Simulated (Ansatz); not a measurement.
The cluster Cs₂F₃ was relaxed with r2SCAN-D4 (def2-SVP) in Ansatz in these states: charge +1 singlet, neutral doublet, neutral quartet. The geometries follow in no particular order.

In the def2 sets Cs takes a core potential; there is no spin–orbit coupling.

A:

| atom | x (Å) | y (Å) | z (Å) |
| --- | --- | --- | --- |
| Cs1 | 1.085 | -0.777 | 1.596 |
| Cs2 | -1.001 | 0.132 | -1.820 |
| F3 | -1.006 | 0.976 | 0.874 |
| F4 | 0.683 | 1.504 | -0.016 |
| F5 | 0.239 | -1.835 | -0.634 |

B:

```xyz
5

Cs    1.9901    0.9752   -0.9608
Cs   -2.1034   -1.0901   -0.4707
F     0.1016    0.1002    1.2680
F    -0.6907    1.3764    0.0312
F     0.7024   -1.3617    0.1322
```

C:

```xyz
5

Cs   -0.1844    2.5970   -0.7803
Cs   -0.5688   -1.5834    2.1347
F    -0.0117   -0.9704   -1.3925
F     1.2685   -0.7209   -0.8675
F    -0.5036    0.6777    0.9056
```

Question: Judge from the bond lengths which geometry belongs to which state (an estimate).

Answer: A is the neutral doublet (Cs1–Cs2 4.104 Å, Cs1–F3 2.822 Å, Cs2–F4 2.823 Å); B is the neutral quartet (Cs1–Cs2 4.611 Å, Cs1–F3 3.050 Å, Cs2–F4 2.886 Å); C is the charge +1 singlet (Cs1–Cs2 5.111 Å, Cs1–F3 3.624 Å, Cs2–F4 3.624 Å).

At PBE0-D4/def2-TZVP a doublet lies 5.29 eV below the neutral quartet. In the doublet, F3 and F4 lie 1.98 Å apart (atoms count from 1), so these atoms are partly bonded to each other. In the quartet, F3 and F4 lie 1.95 Å apart, F3 and F5 lie 1.95 Å apart (atoms count from 1), so these atoms are partly bonded to each other. In the charge 1 singlet, F3 and F4 lie 1.41 Å apart (atoms count from 1), so these atoms are partly bonded to each other. These are the stationary points nearest to one start from a short search; other shapes may lie lower in each state.
